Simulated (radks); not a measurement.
Results of a calculation; reference values are marked as such.
How relativity changes the ionisation of the oxygen ion O+ ([He] 2s2 2p3) to O2+ ([He] 2s2 2p2). Spin-unpolarised spherical Kohn-Sham, PBE, point nucleus unless stated (finite: rms radius 2.6991 fm), a radial shooting solver on a logarithmic mesh with Libxc functionals. A level marked "c x" has the speed of light scaled by that factor and shares open shells by 2j + 1; other Dirac levels either fill j = l - 1/2 first or share by 2j + 1.

\begin{tabular}{lrrrrr}
level & E(O+) (hartree) & E(O2+) (hartree) & IE (eV) & HOMO & <r> HOMO (bohr) \\ \hline
non-rel. & -74.34108 & -73.10655 & 33.593 & 2p & 1.110 \\
scalar-rel. & -74.39802 & -73.16376 & 33.586 & 2p & 1.110 \\
scalar-rel., finite nucleus & -74.39801 & -73.16374 & 33.586 & 2p & 1.110 \\
Dirac, 2j+1 shares & -74.39802 & -73.16376 & 33.586 & 2p3/2 & 1.110 \\
Dirac, low j first & -74.39964 & -73.16634 & 33.560 & 2p3/2 & 1.110 \\
Dirac, 2j+1 shares, finite nucleus & -74.39801 & -73.16375 & 33.586 & 2p3/2 & 1.110 \\
Dirac, c x 0.85 & -74.41995 & -73.18579 & 33.583 & 2p3/2 & 1.110 \\
Dirac, c x 5 & -74.34335 & -73.10883 & 33.593 & 2p3/2 & 1.110 \\
Dirac, c x 10 & -74.34165 & -73.10712 & 33.593 & 2p3/2 & 1.110 \\
\end{tabular}

NIST Atomic Spectra Database: 35.121 eV (measured). The relativistic part of the total energy of O+ is -0.05693 hartree (Dirac, 2j+1 shares, finite nucleus), 0.077 % of the non-relativistic value. Spin polarisation and multiplet splitting of open shells are left out at every level.

Beside tabulated values, note that spin-unpolarised runs miss the spin-polarisation part of the exchange energy of open shells.
